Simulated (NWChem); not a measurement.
System: C₅H₆; SMILES C#CC1CC1

Program: NWChem. Pople sets run with spherical d functions. All runs use the structure optimised with PBE0/def2-SVP. Level: M06-2X/6-31G* with SMD (1 M gas to 1 M solution), gas-phase geometry.

Task: Order these by “solvation free energy (kcal/mol)”, lowest first: acetone; 1-octanol; water; toluene.

Result: acetone (-5.8), toluene (-5.0), 1-octanol (-4.4), water (-1.5)
